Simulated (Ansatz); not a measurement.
Reaction (ligand exchange at a Mg–O bond): `[OH][Mg][O][SiH3]` + HBr → `[OH][Mg][Br]` + `O[SiH3]`

Calculated with Ansatz (gas phase, PBE0-D4/def2-TZVP geometries, no zero-point term in ΔE). CCSD(T)/CBS adds triple-zeta CCSD(T) − MP2 to the extrapolated MP2 energy (def2 sets, frozen cores). DFT in def2-TZVPP. For Br, Mg outer-core shells are correlated without core-valence functions, which leaves a few kJ/mol of doubt a bond. Scalar relativity is left out up to krypton. Each species was taken in one conformer, which may not be the lowest.

`[OH][Mg][O][SiH3]`:

```xyz
8

O    -0.279   -1.718    2.838
Mg   -0.142   -0.796    1.351
O     0.028    0.094   -0.191
Si    0.179    0.899   -1.579
H    -0.475   -1.992    3.723
H    -1.152    1.293   -2.127
H     0.977    2.148   -1.400
H     0.865    0.073   -2.616
```

HBr:

Cartesian coordinates in Å:
```
Br -0.451 -0.195 0.513
H 0.451 0.195 -0.513
```

`[OH][Mg][Br]`:

Cartesian coordinates in Å:
```
O 0.770 0.709 0.638
Mg -0.289 -0.326 -0.294
Br -1.647 -1.729 -1.559
H 1.166 1.346 1.216
```

`O[SiH3]`:

Cartesian coordinates in Å:
```
O 0.570 -0.740 -0.877
Si -0.235 0.070 0.310
H 1.130 -0.233 -1.465
H 0.703 0.762 1.237
H -1.008 -0.954 1.049
H -1.159 1.094 -0.252
```

| level | ΔE (eV) |
| --- | --- |
| revPBE-D4 | -0.57 |
| r2SCAN-D4 | -0.60 |
| revPBE | -0.61 |
| BLYP | -0.53 |
| PBE0 | -0.66 |
| r2SCAN0 | -0.66 |
| HF/def2-SVP | -0.57 |
| HF/def2-TZVPP | -0.75 |

Problem. What does CCSD(T)/CBS give? (Estimate.)

Solution. The calculation gave: -0.53 eV. The listed levels differ from it by -0.04, -0.07, -0.08, 0.00, -0.13, -0.13, -0.04, -0.22 eV.

Largest T1 diagnostic among the species: 0.011.

Leaving LDA and LC-ωPBE aside and taking each functional with its dispersion term where it has one, the values, not all of them listed here, spread over 0.16 eV, from HSE06-D4 to BLYP-D4. LDA lies +0.03 eV from PBE without D4. From PBE to PBE0 (25 % exact exchange), in def2-TZVPP and without D4, ΔE moves by −0.06 eV. In def2-TZVPP, CCSD(T) changes the Hartree–Fock value by +0.22 eV (the triples alone add +0.01 eV) and MP2 by +0.21 eV.
